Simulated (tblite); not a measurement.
Compound: C₅H₁₄NPSi.
Z-matrix (Å and degrees, GFN2-xTB geometry), rows numbered from 1:
```
C 
C   1  1.5286
N   2  1.4533  1  115.74
C   3  1.4528  2  113.69  1   -64.80
P   3  1.7422  2  114.68  1    70.64
C   5  1.8400  3   97.12  2   138.20
C   6  1.5044  5   66.72  3   -92.96
Si  7  1.8829  5  119.55  6   111.13
H   1  1.0872  2  111.23  3    65.90
H   1  1.0894  2  109.62  3   -54.51
H   1  1.0870  2  109.89  3  -174.07
H   2  1.0962  1  109.59  3  -121.70
H   2  1.0949  1  108.81  3   120.32
H   4  1.0900  3  108.73  2  -176.80
H   4  1.0950  3  114.08  2    62.38
H   4  1.0922  3  108.59  2   -58.68
H   6  1.0825  5  116.93  7   110.36
H   6  1.0828  5  116.31  7  -110.33
H   7  1.0860  5  112.08  6  -107.22
H   8  1.4634  7  109.56  5   -26.68
H   8  1.4667  7  108.32  5  -146.17
H   8  1.4639  7  109.12  5    94.16
```

Computed values, GFN2-xTB/tblite, gas phase, harmonic and unscaled. Against measured fundamentals such values can be off by several per cent, at times by over 20. Modes of hydrogen on silicon can be 10 to 20 % off. One conformer, not necessarily the lowest.

Harmonic wavenumbers (cm⁻¹): 51.5, 69.6, 85.3, 93.2, 131.2, 168.8, 189.2, 220.1, 268.7, 275.4, 331.3, 363.3, 488.1, 509.3, 544.7, 640.5, 665.6, 683.0, 763.5, 778.3, 786.8, 790.0, 818.6, 829.2, 911.0, 917.5, 995.8, 1003.3, 1026.3, 1063.0, 1078.2, 1105.3, 1141.4, 1186.4, 1202.4, 1229.5, 1289.8, 1339.9, 1400.1, 1406.0, 1413.3, 1469.8, 1481.6, 1488.6, 1498.2, 1507.0, 2236.4, 2259.7, 2265.7, 2915.7, 2920.2, 2942.2, 2972.3, 2997.4, 3004.1, 3014.7, 3036.3, 3036.6, 3041.8, 3050.9.

A = 2640, B = 784.1, C = 675.4 MHz; mass 147.063 u (most abundant isotopes); point group C1, symmetry number 1.

Task: Zero-point energy?

Result: ½Σν̃ = 38697 cm⁻¹ = 110.64 kcal/mol.

Task: Give the ideal-gas entropy at 400 K and 1 bar in the rigid-rotor, harmonic-oscillator model (classical rotation).

Result: Translation 42.35, rotation 30.70, vibration 49.21: S = 122.3 cal/(mol K).

Task: And Cp and H(400 K) − H(0)?

Result: Cp = 56.53 cal/(mol K), of which vibrations give 48.58 (their classical limit is 60 R = 119.2); H(400 K) − H(0) = 13.27 kcal/mol without the zero-point energy, 10.09 from vibrations.

Task: Which modes carry the vibrational entropy at 400 K?

Result: 51.5 cm⁻¹: 5.34; 69.6 cm⁻¹: 4.74; 85.3 cm⁻¹: 4.34; 93.2 cm⁻¹: 4.17; 131.2 cm⁻¹: 3.50; 168.8 cm⁻¹: 3.01 cal/(mol K); the other 54 give 24.11 together.

Task: What must be added to the electronic energy to get the Gibbs energy at 400 K and 1 bar?

Result: ZPE + [H(400 K) − H(0)] − T·S = 110.64 + 13.27 − 48.90 = 75.01 kcal/mol.

Task: Blend soft modes into free rotors: weight 1/[1 + (100 cm⁻¹/ν̃)⁴] for the oscillator and the rest for a rotor with moment μB/(μ + B), μ = h/(8π²ν), B = 10⁻⁴⁴ kg m². What vibrational entropy results?

Result: 45.34 cal/(mol K) in place of 49.21, which changes −T·S at 400 K by +1.55 kcal/mol.

Hindered rotation and anharmonicity are outside this model. Other conformers, if any are populated, would add a mixing term that is left out. The structure is chiral; the term R ln 2 for an equal mix with its mirror image is left out.
